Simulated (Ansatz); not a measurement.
Li₂Si₄. Total charge 0; singlet. Geometry B3LYP-D4/def2-SVP, basis def2-TZVP, Ansatz.

```xyz
6

Li   -1.019   -0.355    1.950
Li    0.546    2.480   -0.888
Si   -0.607   -1.448   -1.355
Si    1.436    0.373   -0.036
Si   -0.992    0.584   -0.331
Si    0.635   -1.635    0.660
```

```tsv
run	HOMO (eV)	LUMO (eV)
A	-7.05	-0.24
B	-4.20	-2.57
C	-4.32	-2.47
D	-4.59	-2.32
```

LC-ωPBE has ω = 0.4 bohr⁻¹. HSE06 is defined as in plane-wave codes, on full-range PBE exchange. The structure comes from a short search, and lower isomers may exist.

Question: The runs used HSE06, LC-ωPBE, PBE, r2SCAN. Estimate which is which.

Answer: A LC-ωPBE (range-separated); B PBE (0 % exact exchange); C r2SCAN (0 % exact exchange); D HSE06 (range-separated). Exact exchange lowers occupied and raises empty levels; among semilocal functionals meta-GGAs tend to open the gap a little, and such runs are hard to tell apart. The gap grows from 1.63 eV (PBE) to 6.81 eV (LC-ωPBE). The restricted singlet is unstable towards broken spin symmetry in Hartree–Fock (as tested in another run); at LC-ωPBE/def2-TZVP, r2SCAN-D4/def2-TZVP, HSE06-D4/def2-TZVP this wasn't settled.
